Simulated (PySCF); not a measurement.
A PySCF script (with the pyscf-properties extension) for the NMR shieldings of `CC(C)(C)c1snnc1[SiH3]`, C₆H₁₂N₂SSi, on a GFN2-xTB geometry:

```python
import basis_set_exchange as bse
import numpy as np
from pyscf import gto, dft
from pyscf.prop import nmr

atoms = """
C    -2.166443    0.880137   -0.209036
C    -0.898678    0.033552   -0.057397
C    -1.095728   -0.964645    1.092788
C    -0.647876   -0.722555   -1.366566
C     0.273607    0.908063    0.270734
S     0.070044    2.544857    0.774469
N     1.702285    2.738215    0.967566
N     2.351819    1.702093    0.691461
C     1.628300    0.634082    0.295357
Si    2.669225   -0.878524   -0.116550
H    -3.011623    0.244139   -0.463258
H    -2.043806    1.619486   -0.998159
H    -2.398767    1.401386    0.717547
H    -1.944411   -1.610710    0.880965
H    -1.287162   -0.438337    2.025873
H    -0.210961   -1.582434    1.220478
H     0.198839   -1.396224   -1.270174
H    -0.446610   -0.025255   -2.177226
H    -1.527242   -1.308625   -1.625027
H     3.995999   -0.647032    0.437483
H     2.718161   -1.038289   -1.572929
H     2.060618   -2.073996    0.480754
"""
names = dict.fromkeys(["C", "S", "N", "Si", "H"], "pcSseg-1")
basis = {el: gto.basis.parse(bse.get_basis(n, elements=[el], fmt="nwchem")) for el, n in names.items()}
mol = gto.M(atom=atoms, basis=basis, charge=0, verbose=0)
mf = dft.RKS(mol, xc="PBE0")
mf.grids.level = 2
mf.grids.alignment = dft.numint.BLKSIZE   # the property module wants whole blocks of grid points
mf.conv_tol = 1e-9
mf.kernel()

calc = nmr.RKS(mf)   # GIAO
C = mf.mo_coeff
Co = C[:, mf.mo_occ > 0]
resp = mf.gen_response(singlet=True, hermi=2)
def vind(x):   # induced exchange potential for any number of trial vectors
    d = np.einsum("pi,xij,qj->xpq", C, 2 * x.reshape(-1, C.shape[1], Co.shape[1]), Co, optimize=True)
    return np.einsum("xpq,pi,qj->xij", resp(d - d.transpose(0, 2, 1)), C, Co, optimize=True).ravel()
mo1, _ = nmr.rhf.solve_mo1(calc, with_cphf=vind)
sigma = calc.kernel(mo1)
for i, s in enumerate(sigma):   # ppm
    w = np.linalg.eigvalsh((s + s.T) / 2)
    print("%2d %-2s iso %8.1f  s11 %8.1f  s22 %8.1f  s33 %8.1f" % (i, mol.atom_pure_symbol(i), w.mean(), *w))
```

Q: What does it print?

A: 
```
 0 C  iso    150.8  s11    123.8  s22    144.3  s33    184.3
 1 C  iso    151.4  s11    140.8  s22    155.8  s33    157.6
 2 C  iso    153.3  s11    137.1  s22    140.6  s33    182.2
 3 C  iso    154.2  s11    136.6  s22    145.9  s33    180.0
 4 C  iso     -5.8  s11    -76.2  s22    -37.6  s33     96.5
 5 S  iso    -42.8  s11   -464.8  s22    150.8  s33    185.6
 6 N  iso   -182.5  s11   -493.2  s22   -172.1  s33    117.8
 7 N  iso   -230.9  s11   -611.2  s22   -209.8  s33    128.4
 8 C  iso     39.1  s11    -24.9  s22     27.2  s33    114.9
 9 Si iso    428.9  s11    396.7  s22    435.9  s33    454.2
10 H  iso     30.3  s11     25.7  s22     28.5  s33     36.8
11 H  iso     30.0  s11     26.3  s22     28.3  s33     35.3
12 H  iso     30.0  s11     25.3  s22     29.0  s33     35.6
13 H  iso     30.5  s11     26.6  s22     27.7  s33     37.1
14 H  iso     30.5  s11     26.8  s22     28.7  s33     36.0
15 H  iso     29.8  s11     24.3  s22     29.7  s33     35.3
16 H  iso     29.7  s11     24.1  s22     29.2  s33     35.8
17 H  iso     30.3  s11     27.3  s22     27.8  s33     35.7
18 H  iso     30.4  s11     26.1  s22     28.5  s33     36.7
19 H  iso     26.5  s11     22.3  s22     24.7  s33     32.4
20 H  iso     26.9  s11     23.1  s22     26.3  s33     31.4
21 H  iso     26.8  s11     22.5  s22     27.8  s33     30.1
```

These numbers come from an equivalent density-fitted implementation of the same equations, which agrees with the script to about 0.01 ppm for H and up to a few tenths of a ppm for heavy atoms, so last digits may differ.

Q: Turn these shieldings into chemical shifts. δ = σ(ref) − σ, references computed at the same level: 13C (σref 186.93) and 29Si (σref 349.16) and 1H (σref 31.72) against TMS; 33S (σref 503.73) against CS2; NH3 for 15N (σref 267.73).

A: Averaging equivalent atoms: C 4: 192.7; C 8: 147.9; C 1: 35.5; C 0/2/3: 34.2; S 5: 547; N 7: 498.6; N 6: 450.3; Si 9: -79.8; H 19/20/21: 4.99; H 10/11/12/13/14/15/16/17/18: 1.56 ppm. Experimental scales use liquid or dissolved standards, which lie at an offset from isolated NH3 (liquid NH3: subtract about 20 ppm). Unscaled 15N shifts of sp2 nitrogen come out 20 to 40 ppm too high even then.

Size and cost of the density-fitted run: 244 basis functions, of the order of 4 core-minutes.
